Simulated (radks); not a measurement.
The tungsten ion W+ inside a hard spherical wall (all orbitals vanish at R), configuration held at [Xe] 4f14 5d4 6s1 and not refilled when levels cross. Calculated with a radial shooting solver on a logarithmic mesh with Libxc functionals: scalar-relativistic Kohn-Sham, PBE, spin-unpolarised, spherical densities, finite nucleus; Fermi nuclear charge, rms radius 5.3658 fm. Eigenvalues in eV, with the zero of energy where the potential of the charges vanishes at infinity; a dash marks a level that is unbound or too diffuse for the functional's potential to be trusted. A positive occupied level is held by the wall or, in an anion where self-interaction has pushed it up, behind a barrier. The pressure on the wall is -dE/dV.

R (bohr)	E (hartree)	kinetic (hartree)	e(5p)	e(4f)	e(6s)	e(5d)	e(6p, empty)	e(7s, empty)	pressure (GPa)
free	-16139.6614	17777.110	-50.719	-40.696	-12.178	-11.729	-6.811	-	0
10	-16139.6613	17777.110	-50.717	-40.693	-12.176	-11.727	-6.790	-2.585	0.00123
8	-16139.6605	17777.119	-50.673	-40.648	-12.135	-11.688	-6.622	-0.821	0.0467
7	-16139.6575	17777.148	-50.552	-40.521	-12.013	-11.581	-6.275	1.449	0.279
3	-16138.0364	17784.165	-38.597	-26.754	14.325	2.358	32.151	108.52	742
2.5	-16135.4954	17794.402	-28.678	-15.366	44.979	16.010	70.701	194.10	3160
1.5	-16091.4062	17949.196	81.533	76.680	369.18	158.17	431.21	882.26	150000
